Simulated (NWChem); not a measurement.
C$_{2}$H$_{5}$ClOSi; SMILES C(C[SiH2]Cl)=O

```xyz
10

O      0.5849    -2.7054     0.4105
C      0.5756    -1.7539    -0.3235
C     -0.6578    -0.9907    -0.7022
Si    -0.8914     0.6025     0.2837
Cl     0.7211     1.8575    -0.0620
H      1.5266    -1.3562    -0.7629
H     -0.6252    -0.7042    -1.7668
H     -1.5459    -1.6167    -0.5117
H     -0.9583     0.3138     1.7408
H     -2.1297     1.2873    -0.1784
```
Atoms are numbered in this order, from 1.

All runs: NWChem. Pople sets run with spherical d functions. Coordinates come from a PBE0/def2-SVP optimisation. Atomic charges in e: unrestrained fits to the electrostatic potential beside Mulliken populations; buried atoms are poorly determined by the fit.

Question: Predict the results for Hartree-Fock/6-31G*. Quantities: ESP O1; Mulliken O1; ESP C2; Mulliken C2; ESP C3; Mulliken C3; ESP Si4; Mulliken Si4; ESP Cl5; Mulliken Cl5; relative RMS misfit of the potential (%).

Answer: The ESP O1 is -0.54. The Mulliken O1 is -0.49. The ESP C2 is 0.56, the Mulliken C2 is 0.35 and the ESP C3 is -0.25. The Mulliken C3 is -0.73, the ESP Si4 is 0.69 and the Mulliken Si4 is 0.86. The ESP Cl5 comes out as -0.31, the Mulliken Cl5 is -0.37 and the relative RMS misfit of the potential (%) comes out as 21.
